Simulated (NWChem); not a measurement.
Program: NWChem. System: H$_{2}$Ge, charge 0, spin multiplicity 1, at a geometry optimised with B3LYP/def2-SVP. The structure started from a generated list of species. Level: G0W0@PBE0/def2-QZVP, RI basis def2-qzvp-rifit.

Job file:

```
start mol
memory heap 200 mb stack 700 mb global 1700 mb
geometry units angstroms nocenter noautoz
  Ge     0.000000     0.000000     0.066351
  H     -1.142489     0.000000    -1.061618
  H      1.142489     0.000000    -1.061618
  symmetry group C2v
end
basis spherical
  * library def2-qzvp
end
basis "ri basis" bse spherical
  * library def2-qzvp-rifit
end
dft
  xc pbe0
  iterations 100
  direct
  tolerances tight
end
task dft energy
gw
  states alpha occ 4 vir 2
end
task dft gw
```

Output (cleaned and shortened):

```
             Northwest Computational Chemistry Package (NWChem) 7.3.0
             --------------------------------------------------------

                                NWChem Input Module
                                -------------------

 Scaling coordinates for geometry "geometry" by  1.889725989
 (inverse scale =  0.529177249)

 Turning off AUTOSYM since
 SYMMETRY directive was detected!

                             Geometry "geometry" -> ""
                             -------------------------

 Output coordinates in angstroms (scale by  1.889725989 to convert to a.u.)

  No.       Tag          Charge          X              Y              Z
 ---- ---------------- ---------- -------------- -------------- --------------
    1 Ge                  32.0000     0.00000000     0.00000000     0.06635100
    2 H                    1.0000    -1.14248900     0.00000000    -1.06161800
    3 H                    1.0000     1.14248900     0.00000000    -1.06161800

 Effective nuclear repulsion energy (a.u.)      21.3263105001

            Nuclear Dipole moment (a.u.)
            ----------------------------
        X                 Y               Z
 ---------------- ---------------- ----------------
     0.0000000000     0.0000000000    -0.0000075589

      Symmetry information
      --------------------

 Group name             C2v
 Group number             16
 Group order               4
 No. of unique centers     2

      Symmetry unique atoms

     1    2


 Summary of "ao basis" -> "" (spherical)
 ------------------------------------------------------------------------------
       Tag                 Description            Shells   Functions and Types
 ---------------- ------------------------------  ------  ---------------------
 *                         def2-qzvp                  on all atoms

 new library libraries.bse/

 Summary of "ri basis" -> "" (spherical)
 ------------------------------------------------------------------------------
       Tag                 Description            Shells   Functions and Types
 ---------------- ------------------------------  ------  ---------------------
[...]
           0.000000000000           0.000000000000           9.395434064383

     Multipole analysis of the density
     ---------------------------------

     L   x y z        total         alpha         beta         nuclear
     -   - - -        -----         -----         ----         -------
     0   0 0 0     -0.000000    -17.000000    -17.000000     34.000000

     1   1 0 0      0.000000      0.000000      0.000000      0.000000
     1   0 1 0     -0.000000     -0.000000     -0.000000      0.000000
     1   0 0 1      0.066062      0.033035      0.033035     -0.000008

     2   2 0 0    -15.352324    -12.337405    -12.337405      9.322486
     2   1 1 0     -0.000000     -0.000000     -0.000000      0.000000
     2   1 0 1     -0.000000     -0.000000     -0.000000      0.000000
     2   0 2 0    -12.088744     -6.044372     -6.044372      0.000000
     2   0 1 1     -0.000000     -0.000000     -0.000000      0.000000
     2   0 0 2    -16.630314    -12.591407    -12.591407      8.552499

 Task  times  cpu:       16.6s     wall:       16.6s

                                NWChem Input Module
                                -------------------

                                 NWChem GW Module
                                 ----------------

                             ***********************
                             ***        GW       ***
                             ***********************

 Summary of "ri basis" -> "ri basis" (spherical)
 ------------------------------------------------------------------------------
       Tag                 Description            Shells   Functions and Types
 ---------------- ------------------------------  ------  ---------------------
 Ge                     def2-qzvp-rifit             58      298   13s12p11d9f7g5h1i
 H                      def2-qzvp-rifit             16       56   6s4p3d2f1g

                 Memory Information
                 ------------------
          Available GA per process is          1699.9 MBs
          Available stack per process is        700.0 MBs
          Available heap per process is           0.0 MBs

          Peak memory in Initialization
              Peak GA per process is                  9.4 MBs
              Peak stack per process is               0.2 MBs
              Peak heap per process is               10.1 MBs
              Memory not in MA per process            0.0 MBs

          Peak memory in AFF Calculation
              Peak GA per process is                 44.9 MBs
              Peak stack per process is              30.7 MBs
              Peak heap per process is                0.0 MBs
              Memory not in MA per process           30.7 MBs

          Computing 2-center integrals
          Computing Inverse Cholesky factor
          Computing 3-center integrals
          Computing V_xc ...

          Computing Sigma_x
          Computing RPA polarizability
          Solving quasiparticle equations

                  Alpha Orbitals
          State     Energy (eV)     Error (eV)
          -----------------------------------
@GW        14        -36.673           0.002
@GW        15        -16.092           0.004
@GW        16        -11.422           0.002
@GW        17         -9.392           0.002
@GW        18         -0.996           0.004
@GW        19          2.478           0.003

   Applying  -2.4572 eV scissor-shift to rest of particle states

   Applying   2.0888 eV scissor-shift to rest of hole states

     GW Timing Statistics
   ------------------------
   Init.   :          0.2s
     ERIs  :          1.4s
     Distr.:          0.0s
     Vxc   :          2.3s
   Sigma_x :          0.0s
   RPA     :          1.3s
   Wmn     :          0.0s
   Sigma_c :          0.0s
   GW total:          5.2s

 Task  times  cpu:        5.2s     wall:        5.2s

 Total times  cpu:       21.8s     wall:       21.8s
```
